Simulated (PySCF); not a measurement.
SCF from a fresh guess for triplet Zn2Te, at the B3LYP minimum. PySCF input:

```python
from pyscf import gto, scf, dft
mol = gto.M(atom='''
Te     0.000000     0.000000    -0.931167
Zn     1.830989    -0.000000     0.956751
Zn    -1.830989     0.000000     0.956751''',
    basis={'Te': 'def2-SVP', 'Zn': 'def2-SVP'},
    ecp={'Te': 'def2-SVP'},
    charge=0, spin=2)
mf = dft.UKS(mol, xc='B3LYP')
mf.grids.atom_grid = (50, 194)
aux = {'Te': 'def2-universal-JKFIT', 'Zn': 'def2-universal-JKFIT'}
mf = mf.density_fit(auxbasis=aux)
mf.conv_tol = 1e-08
mf.diis_space = 10
mf.max_cycle = 60
mf.init_guess = 'minao'
mf.verbose = 4
mf.kernel()
```

Excerpt of the output (cycles alone):

```
init E= -3798.20458080407
cycle= 1 E= -3824.02746719084  delta_E= -25.8  |g|= 2.12  |ddm|= 6.33
cycle= 2 E= -3819.28234307814  delta_E= 4.75  |g|= 2.75  |ddm|= 6.62
cycle= 3 E= -3826.07630645821  delta_E= -6.79  |g|= 0.671  |ddm|= 4.54
cycle= 4 E= -3826.34173831963  delta_E= -0.265  |g|= 0.467  |ddm|= 1.94
cycle= 5 E= -3826.48258007424  delta_E= -0.141  |g|= 0.0865  |ddm|= 0.656
cycle= 6 E= -3826.48524821975  delta_E= -0.00267  |g|= 0.0419  |ddm|= 0.158
cycle= 7 E= -3826.48644446666  delta_E= -0.0012  |g|= 0.0117  |ddm|= 0.0851
cycle= 8 E= -3826.48651357251  delta_E= -6.91e-05  |g|= 0.00264  |ddm|= 0.0181
cycle= 9 E= -3826.48652254105  delta_E= -8.97e-06  |g|= 0.000812  |ddm|= 0.0101
cycle= 10 E= -3826.48652326033  delta_E= -7.19e-07  |g|= 9.26e-05  |ddm|= 0.00173
cycle= 11 E= -3826.48652326822  delta_E= -7.89e-09  |g|= 2.77e-05  |ddm|= 0.000213
Extra cycle  E= -3826.48652326836  delta_E= -1.43e-10  |g|= 3.49e-05  |ddm|= 0.000122
converged SCF energy = -3826.48652326836  <S^2> = 2.0076928  2S+1 = 3.0051241
```

No lower solution of this spin was found from smeared starts or by a stability analysis within the unrestricted form.

Spin–orbit coupling, left out here, can matter for elements this heavy.

The search for the lowest solution, 3 starts and the stability check together, took 9.6 s on 2 threads of a shared Intel Xeon 6975P-C (Granite Rapids) host, with 88 basis functions; the process peaked at 0.38 GiB.
